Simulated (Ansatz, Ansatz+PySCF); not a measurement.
```csv
atom,x (Å),y (Å),z (Å)
P,0.0000,0.0000,-2.8365
P,0.0000,0.0000,2.8365
```

Basis set: 6-31G (spherical functions). Correlated methods keep 10 orbitals frozen. Charge 0, multiplicity 1.

Computed with Ansatz (development build ahead of 0.2.0); each method stands on the lowest determinant of its kind that the runs found. Restricted open shells among the atoms or ions are ROHF, correlated in semicanonical orbitals with singles.

(1) Give the atomization energy at this shape (free ground-state atoms in the same class of orbitals less the molecule, no zero-point energy) of singlet P₂ in separate pieces by UHF-CCSDT(Q), UHF-CCSD(T), full CI (lowest root of this spin), UHF-MP2, UHF, RHF-MP2, RHF.

## Answers

(1)

```tsv
method	atomization energy
UHF-CCSDT(Q)	0.00 eV
UHF-CCSD(T)	0.00 eV
full CI (lowest root of this spin)	0.00 eV
UHF-MP2	0.00 eV
UHF	0.00 eV
RHF-MP2	-5.08 eV
RHF	-9.10 eV
```

Caution for UHF-CCSDT(Q), UHF-CCSD(T), UHF-MP2: bonds are stretched, where a single reference can fail. Caution for UHF-CCSDT(Q), UHF-CCSD(T), UHF-MP2, UHF, RHF-MP2, RHF: the determinant breaks the point group. Caution for UHF-CCSDT(Q), UHF-CCSD(T), UHF-MP2, UHF: the unrestricted determinant is a mixture of spin states. Caution for UHF-MP2, RHF-MP2: another reference gives a lower total. Caution for RHF-MP2, RHF: an unrestricted determinant lies well below; the molecule lies well above its atoms at this level. Caution for RHF-MP2: large amplitudes, a single reference is doubtful.

This basis has no polarisation functions and is too small for such energies, which can lie far from measured ones in either direction.
